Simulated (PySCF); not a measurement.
## Electronic absorption of CH10O2Si3

Compound: CH₁₀O₂Si₃.
SMILES with atom numbers: `[OH:1][Si@H:2]([CH2:3][SiH3:4])[O:5][SiH3:6]` (hydrogens: H7 on O1; H8 on Si2; H9, H10 on C3; H11, H12, H13 on Si4; H14, H15, H16 on Si6)

Computed, not measured: PySCF, TDDFT PBE0/def2-SVPD, vertical, gas phase, core orbitals frozen in the response. Isolated species at its PBE0-D3(BJ)/def2-SVP geometry (one conformer only). Torsions of this conformer, `[OH:1][Si@H:2]([CH2:3][SiH3:4])[O:5][SiH3:6]`: O1–Si2–C3–Si4 -65°, O1–Si2–O5–Si6 141°, H–O1–Si2–C3 55°.

Q: What does the calculation give for the low-lying excited states?

A: 

```
state  E (eV)  ν̃ (cm⁻¹)       f  |μ| (D)  main configurations (H = HOMO, L = LUMO)
   S1    7.09      57170  0.0001     0.06                                 H→L (92%)
   S2    7.44      60040  0.0036     0.36                H-1→L (82%), H-1→L+1 (14%)
   S3    7.53      60750  0.0051     0.42                  H→L+1 (69%), H-2→L (19%)
   S4    7.81      63010   0.034     1.08                               H→L+2 (88%)
   S5    7.91      63780  0.0027     0.30                  H-2→L (63%), H→L+1 (19%)
   S6    8.11      65370   0.124     2.01                               H→L+3 (67%)
   S7    8.12      65510   0.022     0.84    H-1→L+1 (55%), H-1→L (10%), H-5→L (9%)
   S8    8.20      66120   0.021     0.83                               H→L+4 (79%)
   S9    8.24      66460   0.017     0.74                               H-3→L (59%)
  S10    8.32      67080   0.016     0.72                H→L+5 (49%), H-2→L+1 (11%)
```

Triplets, Tamm–Dancoff:

```
state  E (eV)  λ (nm)  main configurations (H = HOMO, L = LUMO)
   T1    6.83   181.4                                 H→L (79%)
   T2    7.08   175.2                H-1→L (70%), H-1→L+1 (22%)
   T3    7.23   171.4       H→L+1 (45%), H-2→L (28%), H→L (11%)
   T4    7.45   166.4                               H→L+2 (81%)
```

The lowest singlet comes at 175 nm (684 kJ/mol) in the vacuum ultraviolet; it is dark (f under 0.0005); its leading configuration is HOMO→LUMO (92%). The strongest level in the table is S6 at 8.11 eV (153 nm, f = 0.124). Löwdin shares by element: HOMO carbon 22%, oxygen 18% or more, silicon 15% or more, hydrogen 10% or more (atoms not listed hold the other 35%); LUMO silicon 43%, oxygen 8% or more (atoms not listed hold the other 48%). Weighted by f, the mean energy of these states is 8.07 eV. Orbital energies (eV): HOMO-3 -9.50, HOMO-2 -9.14, HOMO-1 -8.88, HOMO -8.37, LUMO -0.13, LUMO+1 0.37, LUMO+2 0.58. The listed states span 1.23 eV, and the widest gap between neighbours is 0.36 eV (S1 to S2). The vertical ionisation energy (ΔSCF) is 10.08 eV, 1.76 eV above S10. Singlets were solved by full linear response, triplets in the Tamm–Dancoff approximation.
